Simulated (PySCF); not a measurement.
A GIAO shielding run with PySCF 2.14.0 with density-fitted response routines (density fitting, non-relativistic, gas phase) on `O=CN1CCC[Si@@H]1O`, C4H9NO2Si:

```
$ OMP_NUM_THREADS=1 python probes_run.py task.json out

{"job": {"kind": "nmr", "xc": "PBE0", "basis": "pcSseg-1"}, "charge": 0, "multiplicity": 1}
O      2.535306    -1.689500    -0.804502
C      2.154626    -0.654086    -0.316026
N      0.886892    -0.350050     0.013843
C     -0.161503    -1.336318    -0.197628
C     -1.449408    -0.566052    -0.469854
C     -1.512394     0.596753     0.528384
Si     0.300555     1.129976     0.746999
O      0.833449     2.458214    -0.010617
H      2.836830     0.187773    -0.094979
H     -0.264981    -1.949832     0.703378
H      0.123884    -1.987798    -1.025877
H     -2.314694    -1.223963    -0.388747
H     -1.417206    -0.171709    -1.487647
H     -2.177018     1.382279     0.173849
H     -1.922591     0.245040     1.474164
H      0.793459     1.339874     2.096370
H      0.747797     2.601429    -0.951018
```

Hardware: 1 thread of an Intel Xeon, shared host. The job also computes population analyses, field gradients, ring-centre shieldings.

Problem. How large is the calculation?

Solution. 70 electrons, 188 basis functions and 993 auxiliary functions.

Problem. How long does it take, and how much memory does it need?

Solution. 61 s of wall time, with 15 SCF cycles and 5 response iterations; peak memory 0.84 GiB. Times on a shared host scatter by some tens of per cent.
